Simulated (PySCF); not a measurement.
## From computed data to an observable: oscillator strength and radiative lifetime

SiHCl, SMILES [SiH]Cl (connectivity only; charge and spin as stated), neutral, multiplicity 1.

Coordinates come from a PBE-D3(BJ)/def2-TZVP optimisation. The isomer is the one that the SMILES or the coordinates give; other isomers of the formula were not compared.

TDA-PBE/def2-TZVPD (PySCF) puts the first singlet state with f over 0.02 at 5.62 eV (vertical), with the transition dipole (-0.070, -0.943, 0.000) in atomic units.

Q: Find the oscillator strength, the wavelength and the radiative lifetime that this transition would have in vacuum if emission retraced absorption.

A: 
|μ|² = 0.8941 au, so |μ| = 2.40 D. ΔE = 5.62/27.211 = 0.2065 hartree. f = (2/3) ΔE |μ|² = 0.123 (the program prints 0.123).
λ = 1239.84/5.62 = 221 nm; ν = 45328 cm⁻¹.
Einstein's coefficient A = 0.6670 ν² f s⁻¹ (ν in cm⁻¹) = 1.7e8 s⁻¹, so τ = 1/A = 5.9 ns. This state is S4; the lower singlets have f = 0.016, 0.013, 0.015. The figure is the radiative limit of this one transition; relaxation, internal conversion, crossing to triplets and a medium change what is measured.
